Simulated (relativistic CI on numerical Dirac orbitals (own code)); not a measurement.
**What each ingredient does to the levels of Sr31+**

Base calculation: Dirac-Coulomb-Breit CI, orbitals from a KLI potential per configuration, model QED, unscaled Slater integrals.

Configuration list (outside the closed core 1s2): 2s2 2p3, 2s 2p4, 2p5, 2p4 3s, 2p4 3p, 2p4 3d, 2s2 2p2 3s, 2s2 2p2 3p, 2s2 2p2 3d, 2s 2p3 3s, 2s 2p3 3p, 2s 2p3 3d, 2s2 2p2 4s, 2s2 2p2 4p, 2s2 2p2 4d, 2s2 2p2 4f. Levels of other configurations are missing.

Variants: (1) P86 correlation estimate; (2) non-relativistic limit. Shifts of the energy above 2s2 2p3 4S°_3/2, in eV, for the lowest level and the first level of each name with at least 55 % of one term (blank where a level changes its place among those of its configuration and J or its character, or is not in the variant):

| Level | Base | Δ(1) | Δ(2) |
| --- | --- | --- | --- |
| 2s2 2p3 4S°_3/2 | 0.00 | 0.00 | 0.00 |
| 2s2 2p3 2D°_5/2 | 75.46 | 0.00 | -45.59 |
| 2s2 2p3 2P°_1/2 | 93.39 | 0.00 | -49.03 |
| 2s2 2p3 2P°_3/2 | 154.13 | 0.00 | -109.78 |
| 2s 2p4 4P_5/2 | 196.08 | +0.33 | -65.17 |
| 2s 2p4 4P_3/2 | 233.68 | +0.33 | -102.78 |
| 2s 2p4 4P_1/2 | 234.14 | +0.33 | -103.23 |
| 2s 2p4 2D_5/2 | 297.23 | +0.33 | -117.88 |
| 2s 2p4 2P_3/2 | 329.72 | +0.33 | -112.43 |
| 2p5 2P°_3/2 | 480.97 | +0.55 | -137.95 |
| 2p5 2P°_1/2 | 553.60 | +0.55 | -210.58 |
| 2s2 2p2 3s 4P_1/2 | 2123.90 | +1.29 | +35.36 |
| 2s2 2p2 3s 4P_3/2 | 2185.78 | +1.29 | -26.51 |
| 2s2 2p2 3s 2P_1/2 | 2190.97 | +1.29 | -22.54 |
| 2s2 2p2 3s 2D_3/2 | 2201.26 | +1.29 |  |
| 2s2 2p2 3p 2P°_1/2 | 2280.48 | +1.48 | -67.69 |
| 2s 2p3 3s 6S°_5/2 | 2293.23 | +1.58 | -77.05 |
| 2s2 2p2 3s 2S_1/2 | 2295.19 | +1.30 | -91.39 |
| 2s2 2p2 3d 4D_1/2 | 2299.97 | +1.12 | -49.58 |
| 2s2 2p2 3d 4F_7/2 | 2302.25 | +1.12 | -56.44 |
| 2s 2p3 3s 4S°_3/2 | 2310.51 | +1.57 | -67.35 |
| 2s2 2p2 3d 2D_5/2 | 2326.00 | +1.13 | -54.70 |

At this charge energies of transitions that change n are usually good to better than 1 %, and those within a shell (Δn = 0) to a few per cent.

Ionisation energy from the two ground configurations alone: base 3824.27 eV; P86 correlation estimate 3825.92 eV. The NIST ASD value (semi-empirical) is 3830 eV.

LS names give the leading component of a level, which can be under half, so a name can repeat, a term be missing and a line seem to break the LS rules.
